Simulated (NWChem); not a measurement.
Species: TiO2; SMILES [O]=[Ti]=[O]

Computed with NWChem. The geometry was optimised at PBE0/def2-SVP. Ions are spin-unrestricted doublets at the neutral geometry; other ion states weren't tried.

For level PBE0/def2-SVPD:

```yaml
"−ε(HOMO) (eV)": 7.38
```

Q: How do the values read with level PBE/def2-SVPD instead?

A: −ε(HOMO) (eV): 5.84
